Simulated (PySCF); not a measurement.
Calculation: PBE-D3(BJ)/def2-TZVP // PBE-D3(BJ)/def2-SVP run with PySCF. Gas-phase values, no solvent. Delta-SCF ions had no search for a lower state. Excitations are Tamm–Dancoff values on a coarser integration grid. The basis has no diffuse functions, so Rydberg states are missing or too high.

Reference species (SMILES): `c1c(c(F)c2c(ccs2)c1)[SiH3]` (neutral, multiplicity 1).

The vertical ionisation energy (Delta-SCF) is 7.94 eV and the LUMO comes out as -2.14 eV. The dipole moment comes out as 2.35 D and the brightest of the four lowest singlets (TDA) is 4.13 eV.

Changed species: `Fc1cc([SiH3])cc2sccc12`.

What does the change do to the vertical ionisation energy (Delta-SCF), LUMO, dipole moment and brightest of the four lowest singlets (TDA)?

the vertical ionisation energy (Delta-SCF) is nearly the same; the LUMO stays essentially unchanged; the dipole moment drops by 1.12 D, to 1.23 D; the brightest of the four lowest singlets (TDA) hardly moves.
